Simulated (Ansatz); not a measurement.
Reaction (substitution at a C–O bond): `CON` + `FC([SiH3])S` → `CSC(F)[SiH3]` + `NO`

Gas-phase electronic energies from Ansatz, PBE0-D4/def2-TZVP geometries. CCSD(T)/CBS adds triple-zeta CCSD(T) − MP2 to the extrapolated MP2 energy (def2 sets, frozen cores). This one scheme is used for every species. Functionals use def2-TZVPP. B3LYP here is the variant with VWN-RPA as its local correlation; programs differ in this. One conformer a species, not always the lowest.

Task: Is it downhill or uphill in electronic energy at CCSD(T)/CBS, and by how much? (Best estimate.)

Result: Computed: Downhill: ΔE = -37.9 kJ/mol.

Task: What do these levels give: PBE0-D4, ωB97M-V, B3LYP, MP2/def2-TZVPP, CCSD/def2-TZVPP, HF/def2-QZVPP? (Estimate.)

Result: Ansatz gave: PBE0-D4 -37.2, ωB97M-V -35.1, B3LYP -29.1, MP2/def2-TZVPP -39.4, CCSD/def2-TZVPP -32.1, HF/def2-QZVPP -24.5 kJ/mol.

Largest T1 diagnostic among the species: 0.012.

The D4 term adds −3.4 kJ/mol with B3LYP and −2.0 kJ/mol with PBE0; it sums over pairs of atoms, weighted by their polarisabilities, and B3LYP, whose exchange is more repulsive, gets the larger term. In def2-TZVPP, CCSD(T) changes the Hartree–Fock value by −8.5 kJ/mol (the triples alone add −1.2 kJ/mol) and MP2 by −14.7 kJ/mol.
